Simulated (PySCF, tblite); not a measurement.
Isomers of C3H6F2O3Si, one GFN2-xTB conformer each. Single-point energies are computed at PBE0/pcSseg-1 (PySCF, gas phase, no added dispersion term), electronic only.

Question: Rank them by PBE0/pcSseg-1 energy, lowest first (kJ/mol).
A. `[F:1][CH:2]([F:3])[O:4][C@@H:5]1[O:6][C@@H:7]1[O:8][SiH3:9]` with F1–C2–O4–C5 172°, C2–O4–C5–O6 -64°, O6–C7–O8–Si9 -10°
B. `[CH2:1]=[C:2]([O:3][SiH2:4][OH:5])[O:6][CH:7]([F:8])[F:9]` with C1–C2–O3–Si4 -177°, C2–O3–Si4–O5 -57°, O3–Si4–O5–H 59°, C1–C2–O6–C7 18°, C2–O6–C7–F8 160°

Answer: B (0.0), A (197.9).

As drawn, the lower has an O–H bond and a C=C bond outside aromatic rings, which the higher lacks; the higher has a three-membered ring, which the lower lacks. GFN2-xTB itself gives, in the same order: 0.0, 136.9. Both levels put the same isomer lowest.

Q: Which frontier levels, dipoles and rotational constants go with these structures?

A: 
| SMILES | HOMO (eV, PBE0/pcSseg-1) | LUMO (eV) | dipole (D) | A, B, C (MHz) |
| --- | --- | --- | --- | --- |
| C=C(O[SiH2]O)OC(F)F | -7.20 | 0.38 | 1.57 | 2143, 876.7, 693.9 |
| FC(F)O[C@@H]1O[C@@H]1O[SiH3] | -8.10 | 0.38 | 1.65 | 2397, 898.8, 714.9 |

Q: What happens when harmonic zero-point energies from GFN2-xTB frequencies are added?

A: 
```
                      SMILES  ZPE (kJ/mol)  electronic (kJ/mol)  with ZPE (kJ/mol)
         C=C(O[SiH2]O)OC(F)F         241.1                  0.0                0.0
FC(F)O[C@@H]1O[C@@H]1O[SiH3]         239.9                197.9              196.8
```

The zero-point energies span 1.2 kJ/mol. The order is unchanged.
